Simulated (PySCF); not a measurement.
# Ionisation energy of Ti²⁺ by level of theory

Ti²⁺ [Ar] 3d2 (3F) → Ti³⁺ [Ar] 3d1 (2D), as a difference of total energies. Calculation: PySCF 2.14, in def2-QZVPPD; no relativity, point nucleus. Correlated levels: valence: [Ar] frozen. The calculations carry no spin-orbit coupling.

```json
{"method": "UHF", "ionisation energy (eV)": "26.791", "difference from reference (eV)": "-0.701"}
{"method": "MP2 (valence)", "ionisation energy (eV)": "26.923", "difference from reference (eV)": "-0.569"}
{"method": "SCS-MP2 (valence)", "ionisation energy (eV)": "26.835", "difference from reference (eV)": "-0.657"}
{"method": "CCSD (valence)", "ionisation energy (eV)": "26.959", "difference from reference (eV)": "-0.533"}
```

Reference: 27.492 eV (measured; NIST Atomic Spectra Database, ionization energies).

These non-relativistic numbers lack the scalar-relativistic shift.

The reference lies between the lowest fine-structure levels, while these numbers refer to the centres of the terms.

Errors of the correlated levels include the incompleteness of this basis and the frozen core.

With two correlated electrons CCSD is exact in that space.
